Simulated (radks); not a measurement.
Values are calculated unless marked as measured or tabulated.
All-electron atom: the indium ion In4+ in [Kr] 4d9 (the NIST ground configuration).

Code: a radial shooting solver on a logarithmic mesh with Libxc functionals. Model: scalar-relativistic Kohn-Sham, OLYP, spin-polarised, spherical densities, point nucleus; open shells are filled with parallel spins first (spin-orbit coupling, left out, can overturn this in heavy ions).

Energy parts (hartree):
part                        energy
total                  -5879.98397
kinetic                 6129.03032
electron-nucleus      -14136.72344
Hartree                 2288.26004
exchange-correlation    -160.55089

Orbitals (lengths in bohr, moments of r in powers of bohr; r(90%) holds 90 % of the orbital's charge):
| orbital | occ. | eigenvalue (hartree) | <r^2> | <r> | <1/r> | r(90%) |
|---|---|---|---|---|---|---|
| 1s up | 1 | -1021.684 | 0.001195 | 0.02972 | 51.85 | 0.0534 |
| 1s down | 1 | -1021.684 | 0.001195 | 0.02972 | 51.85 | 0.0534 |
| 2s up | 1 | -154.6646 | 0.01947 | 0.1285 | 11.82 | 0.199 |
| 2s down | 1 | -154.6548 | 0.01947 | 0.1285 | 11.82 | 0.199 |
| 2p up | 3 | -139.0285 | 0.01536 | 0.1122 | 11.38 | 0.183 |
| 2p down | 3 | -139.0210 | 0.01536 | 0.1122 | 11.38 | 0.183 |
| 3s up | 1 | -30.83780 | 0.1388 | 0.3484 | 4.185 | 0.513 |
| 3s down | 1 | -30.83268 | 0.1388 | 0.3484 | 4.185 | 0.512 |
| 3p up | 3 | -25.71729 | 0.1396 | 0.3469 | 3.986 | 0.521 |
| 3p down | 3 | -25.71133 | 0.1396 | 0.3468 | 3.986 | 0.521 |
| 3d up | 5 | -17.78006 | 0.1246 | 0.3238 | 3.759 | 0.511 |
| 3d down | 5 | -17.77092 | 0.1245 | 0.3238 | 3.759 | 0.511 |
| 4s up | 1 | -6.19905 | 0.8037 | 0.8432 | 1.641 | 1.22 |
| 4s down | 1 | -6.16440 | 0.8034 | 0.8430 | 1.642 | 1.22 |
| 4p up | 3 | -4.66126 | 0.9463 | 0.9110 | 1.491 | 1.34 |
| 4p down | 3 | -4.62630 | 0.9465 | 0.9110 | 1.492 | 1.34 |
| 4d up | 5 | -2.41915 | 1.427 | 1.103 | 1.200 | 1.69 |
| 4d down | 4 | -2.38530 | 1.436 | 1.106 | 1.198 | 1.70 |
| 5s up | 0 | -1.67469 | 5.000 | 2.115 | 0.6141 | 3.03 |
| 5s down | 0 | -1.66251 | 5.061 | 2.129 | 0.6086 | 3.04 |
| 5p up | 0 | -1.33290 | 6.561 | 2.426 | 0.5272 | 3.45 |
| 5p down | 0 | -1.32560 | 6.623 | 2.439 | 0.5231 | 3.47 |

The highest occupied level is 4d down at -64.907 eV. Summed over all electrons, <r^2> = 22.66 bohr^2, which gives a Langevin (diamagnetic) susceptibility term of -17.9 x 10^-6 cm^3/mol. The density falls to 0.001 e/bohr^3 at r = 2.82 bohr. Spin moment in Bohr magnetons: 1. For comparison, the ionisation energy in NIST's Atomic Spectra Database is 69 eV (semi-empirical). In exact Kohn-Sham theory the highest level is minus the ionisation energy, but local and semilocal functionals leave it too shallow, through self-interaction and a potential that decays too fast; potentials with the right tail come closer.
